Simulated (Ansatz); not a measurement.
Geometry optimisation, RKS B3LYP/def2-SVP (Ansatz 0.2.0).

Input file:

```yaml
crystal:
  periodic: [false, false, false]
  atoms:
    - { symbol: C, position_ang: [-0.4136, 0.3875, -0.3675] }
    - { symbol: S, position_ang: [0.3062, -1.0898, 0.2407] }
    - { symbol: Cu, position_ang: [1.932, -1.6075, 1.6208] }
    - { symbol: H, position_ang: [-0.61156, -1.74936, -0.55119] }
    - { symbol: H, position_ang: [0.2995, 1.0362, -0.9266] }
    - { symbol: H, position_ang: [-0.875, 1.0278, 0.4705] }
basis:
  gaussian: { orbitals: def2-SVP }
hamiltonian:
  xc: b3lyp
relax:
  f_tol: 0.02
  max_steps: 50
```

Launched with:

```bash
$ ansatz run input.yaml --threads 1 --pin off --max-ram 2048MiB --backend cpu --events-out ev --progress --plain --runs-dir out
```

Problem. Where does it end, and by what steps?

Solution. The forces met the threshold. After 11 steps the energy has fallen by 1.049 eV; H4 moved furthest, 0.58 Å.

```csv
step,energy less start (eV),largest force component (eV/Å),accepted
0,0.0000,2.270,yes
1,-0.3875,1.134,yes
2,-0.5275,0.595,yes
3,-0.5502,0.369,yes
4,-0.6788,1.042,yes
5,-0.9125,0.847,yes
6,-1.0125,1.018,yes
7,-0.9974,0.836,no
8,-1.0472,0.152,yes
9,-1.0469,0.133,no
10,-1.0487,0.027,yes
11,-1.0488,0.016,yes
```

```xyz
6
Properties=species:S:1:pos:R:3
C -0.445 0.486 -0.253
S -0.199 -1.026 0.499
Cu 1.823 -1.677 1.381
H -0.041 -1.835 -0.577
H 0.249 0.809 -1.034
H -0.749 1.248 0.471
```

Whether the end is a true minimum wasn't checked by a vibrational analysis.

Run time: 40 s on 1 thread of Arm Neoverse V2, with other jobs on the host, peak memory 0.16 GiB.
